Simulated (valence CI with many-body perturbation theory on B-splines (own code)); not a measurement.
The numbers below are computed, except where a source is named.
## Zr XXXV: input, log and results

The program does CI of the valence electrons with many-body perturbation theory for a frozen closed Dirac-Fock core.

Command, and the settings that its task file holds:

```sh
python run_cv.py task.json out
```

```
atom Zr  Z=40  mass_number=90  rms_radius_fm=4.2694
core [He]
valence 2s2 2p2
avg = 1
basis = S
breit = 1
cap = 10000
capref = 1200
cscale = 1
de = 0.0
dress = 0
eps = 2e-08
extrap = 1
h = 0.27
hh = 1
l2 = 3
lcore = 6
maxit = 60
n2 = 5
natural = 1
nlev = 20
nno = [3, 3, 3, 2, 1]
nroot = 26
ns = 3
nsp = [3, 3, 2, 1, 0]
pt2 = 1
qed = 1
rpa = 1
s1 = 1
s2 = 1
s3 = 1
screen = 1
tol = 2e-05
whole = 1
```

Log. The first blocks belong to the next ion, which gives the ionisation energy. Fields: 2J, parity (1 odd), roots, reference size, generating configurations, candidates as configurations/state functions, variational space P, stored matrix elements, Davidson steps; e2 is the range of second-order energies in hartree. The first line gives the box (bohr), its intervals, the orbitals and the steps of their self-consistent field. Window is the range of levels sought, series limit the energy at which the first omitted orbital would enter, core excitation an estimate of the first excitation out of the core, left out the lowest levels not solved, and shifts from estimates the range by which levels moved from their first estimate, all in cm⁻¹.

```
rmax 1.7 intervals 55 orbitals 36 references ['2s2 2p2', '2s 2p3', '2p4'] scf 3 t 0.3
2J=1 par=1 roots 2 ref 40 generators 2 cand 621/884 P 653/924 nnz 0 it 0
2J=1 par=1 roots 2 ref 40 generators 2 cand 24/31 P 677/955 nnz 0 it 0
   second order: generators 8 cand 966/1442 e2 -0.00002 -0.00001
reference levels 448, estimated 342, window 20630871 1/cm; series limit 27888401, core excitation 129014152
2J=0 par=0 roots 7 ref 28 generators 14 cand 653/997 P 2413/3538 nnz 9.1e+05 it 5
2J=0 par=0 roots 7 ref 28 generators 17 cand 1025/1773 P 3438/5311 nnz 1.8e+06 it 5
   second order: generators 30 cand 3725/6347 e2 -0.00002 -0.00000
2J=2 par=0 roots 6 ref 58 generators 16 cand 459/1354 P 1618/4762 nnz 2.1e+06 it 5
2J=2 par=0 roots 6 ref 58 generators 18 cand 1443/5190 P 3061/9952 nnz 7.7e+06 it 5
   second order: generators 24 cand 2958/11520 e2 -0.00008 -0.00001
2J=4 par=0 roots 6 ref 64 generators 16 cand 458/1466 P 1575/5143 nnz 2.7e+06 it 5
2J=4 par=0 roots 6 ref 64 generators 16 cand 1116/4854 P 2691/9997 nnz 8.6e+06 it 6
   second order: generators 26 cand 4294/22999 e2 -0.00027 -0.00001
2J=4 par=1 roots 8 ref 67 generators 15 cand 433/1441 P 1523/5051 nnz 2.6e+06 it 7
2J=4 par=1 roots 8 ref 67 generators 18 cand 1080/4929 P 2603/9980 nnz 8e+06 it 9
   second order: generators 31 cand 6033/34298 e2 -0.00233 -0.00007
2J=2 par=1 roots 8 ref 62 generators 17 cand 508/1380 P 1694/4869 nnz 2.3e+06 it 6
2J=2 par=1 roots 8 ref 62 generators 19 cand 1365/5231 P 3059/10100 nnz 7.5e+06 it 6
   second order: generators 29 cand 4020/15436 e2 -0.00074 -0.00001
2J=6 par=1 roots 3 ref 47 generators 10 cand 301/952 P 1104/3426 nnz 1.4e+06 it 5
2J=6 par=1 roots 3 ref 47 generators 12 cand 1301/6540 P 2405/9966 nnz 9.3e+06 it 5
   second order: generators 21 cand 5714/35538 e2 -0.00035 -0.00002
2J=0 par=1 roots 3 ref 24 generators 7 cand 671/1041 P 2412/3645 nnz 9.5e+05 it 4
2J=0 par=1 roots 3 ref 24 generators 9 cand 871/1461 P 3283/5106 nnz 1.8e+06 it 5
   second order: generators 11 cand 838/1294 e2 -0.00001 -0.00000
2J=6 par=0 roots 1 ref 41 generators 6 cand 353/1362 P 1131/3864 nnz 1.7e+06 it 5
2J=6 par=0 roots 1 ref 41 generators 7 cand 1709/7070 P 2840/10934 nnz 9.7e+06 it 6
   second order: generators 11 cand 2574/16252 e2 -0.00007 -0.00007
2J=8 par=1 roots 1 ref 24 generators 4 cand 337/1386 P 1213/3947 nnz 1.8e+06 it 4
2J=8 par=1 roots 1 ref 24 generators 5 cand 1542/7494 P 2755/11441 nnz 1.2e+07 it 5
   second order: generators 9 cand 2548/16513 e2 -0.00003 -0.00003
left out: unestimated 29863895, estimated 21938384, shifts from estimates -2 to 98
```

Task: What became of the run, and why?

Result: It gave no result: the setting left no core shell for the response of the core. The program said: "need at least one array to concatenate".
